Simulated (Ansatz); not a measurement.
Cost and result for the atomization energy of C3H5AlO (10 atoms, 10 bonds).

```xyz
10

C    -1.125   -0.717   -0.800
C    -0.042   -0.012   -0.072
C     0.366   -0.114    1.220
Al    1.595    1.193    0.652
O     0.668    0.900   -0.830
H    -1.834    0.014   -1.198
H    -1.647   -1.422   -0.155
H    -0.702   -1.249   -1.657
H    -0.077   -0.775    1.946
H     2.798    2.183    0.893
```

Charge 0, multiplicity 1. The geometry is a stationary point of PBE0-D4/def2-TZVP. Program: Ansatz. All runs use 2 threads of an AMD EPYC 7B13 on a shared host. Times are those of one run each, without the atoms' runs, and a repeat can differ threefold. Electronic energies, without spin–orbit coupling; frozen cores. CCSD(T)/CBS adds CCSD(T) − MP2 in def2-TZVPP to the MP2 limit, and its time is that of the two runs behind it. T1 = 0.014. HSE06 is the plane-wave form, built on full-range PBE exchange.

CCSD(T)/CBS is a level of theory with its own doubt, some kJ/mol a heavy atom from the limit and from the frozen cores, so smaller differences don't rank the functionals.

```
                             level  functions  atomization (kcal/mol)  difference from CCSD(T)/CBS  per bond
                BLYP-D4/def2-TZVPP        236                   958.3                         -2.1      -0.2
                CCSD(T)/def2-TZVPP        236                   935.2                        -25.2      -2.5
   PBE-D4/def2-TZVPP (with forces)        236                   985.7                         25.3       2.5
               HSE06-D4/def2-TZVPP        236                   966.8                          6.4       0.6
                PBE0-D4/def2-TZVPP        236                   966.0                          5.6       0.6
r2SCAN-D4/def2-TZVPP (with forces)        236                   967.7                          7.3       0.7
                 B97M-V/def2-TZVPP        236                   967.9                          7.5       0.8
                 B2PLYP/def2-TZVPP        236                   951.2                         -9.2      -0.9
                  CCSD(T)/def2-SVP         99                   913.4                        -47.0      -4.7
               PBE-QIDH/def2-TZVPP        236                   959.0                         -1.4      -0.1
                 CCSD(T)/CBS(def2)          –                   960.4                          0.0       0.0
                    MP2/def2-QZVPP        448                   974.1                         13.7       1.4
               BHLYP-D4/def2-TZVPP        236                   927.6                        -32.8      -3.3
```

Problem. Order the runs by time, with rough figures. (Estimate.)

Solution. The calculation gave: BLYP-D4/def2-TZVPP 2.7 s; PBE-D4/def2-TZVPP (with forces) 3.2 s; PBE0-D4/def2-TZVPP 3.7 s; BHLYP-D4/def2-TZVPP 3.9 s; HSE06-D4/def2-TZVPP 4.1 s; CCSD(T)/def2-SVP 5.5 s; r2SCAN-D4/def2-TZVPP (with forces) 6 s; PBE-QIDH/def2-TZVPP 7 s; B2PLYP/def2-TZVPP 7.5 s; B97M-V/def2-TZVPP 11 s; MP2/def2-QZVPP 27 s; CCSD(T)/def2-TZVPP 6.1 min; CCSD(T)/CBS(def2) 6.5 min.

In def2-TZVPP, CCSD(T) changes the Hartree–Fock value by +238.2 kcal/mol (the triples alone add +16.8 kcal/mol) and MP2 by +262.0 kcal/mol; breaking electron pairs costs correlation energy, which Hartree–Fock lacks. From r2SCAN to r2SCAN0 (25 % exact exchange), in def2-TZVPP and without D4, the atomization energy moves by −17.5 kcal/mol: exact exchange takes away binding that semilocal exchange gives to molecules. The D4 term adds +7.4 kcal/mol with B3LYP and +3.9 kcal/mol with PBE0; it sums over pairs of atoms, weighted by their polarisabilities, and B3LYP, whose exchange is more repulsive, gets the larger term.

B3LYP here is the variant with VWN-RPA as its local correlation; programs differ in this.
